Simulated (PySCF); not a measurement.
C₃H₁₀OSi₂.
SMILES: `CO[SiH]1C[SiH2]C1`

Torsions of this conformer, `[CH3:1][O:2][SiH:3]1[CH2:4][SiH2:5][CH2:6]1`: C1–O2–Si3–C4 -76°.

The closed-shell ground state was solved at several levels (PySCF, density fitting, gas phase, non-relativistic). The structure is a single GFN2-xTB conformer in the gas phase; no vibrational or solvent corrections.

```csv
level,basis functions,HOMO (eV),LUMO (eV),gap (eV),dipole (D)
CAM-B3LYP/def2-SVPD,211,-8.94,0.98,9.92,1.21
PBE0/pcSseg-1,166,-7.60,0.39,7.99,1.34
```

Task: Estimate the row for PBE0/def2-SVPD, a basis of 211 functions; the other rows only guide the guess.

Result: HOMO -7.60 eV, LUMO 0.13 eV, gap 7.73 eV, dipole 1.17 D.

Task: Over all these levels, which gives the widest orbital gap and which the narrowest?

Result: CAM-B3LYP/def2-SVPD (range-separated hybrid) has the widest, 9.92 eV, and PBE0/def2-SVPD (global hybrid, 25 % exact exchange) the narrowest, 7.73 eV. The two share the basis. From the narrowest to the widest the HOMO moves by -1.34 eV and the LUMO by +0.85 eV.

Task: How far do the dipole and the HOMO energy spread over the levels?

Result: The dipole runs from 1.17 to 1.34 D (mean 1.24 D) and the HOMO from -8.94 to -7.60 eV.
